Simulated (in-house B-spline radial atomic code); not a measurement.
A fraction x of an electron is moved 3p → 4p in Ga2+, starting from [Ar] 3d10 4s1 and keeping the highest spin. All numbers are computed (scalar-relativistic (X2C) TPSSh, spin-polarised, spherical fractional occupations; Fermi nucleus of rms radius 3.9973 fm) with a B-spline radial code for spherical atoms, not measured.

Caution: exact exchange at fractional occupations of open shells leaves self-interaction of up to several eV.

```csv
x,E(x) - E(0) (eV),3p down level (eV),4p up level (eV)
0,0.0000,-122.213,-
0.125,13.1103,-123.369,-18.137
0.25,26.3082,-124.523,-18.588
0.375,39.5943,-125.675,-19.032
0.5,?,?,?
0.625,66.4341,-127.974,-19.896
0.75,?,?,?
0.875,93.6347,-130.261,-20.732
1,107.3715,-131.401,-21.141
```

(1) What belongs in the row x = 0.5?

(2) What belongs in the row x = 0.75?

(3) Check Janak's theorem between x = 0.125 and 0.25.

Answers

(1) An energy change of 52.9694 eV; 3p down at -126.826 eV, 4p up at -19.467 eV.

(2) An energy change of 79.9890 eV; 3p down at -129.119 eV, 4p up at -20.317 eV.

(3) The slope of the energy is 105.58 eV; the orbital levels give 105.58 eV (ε of the receiving orbital less ε of the emptying one, averaged over the two points).
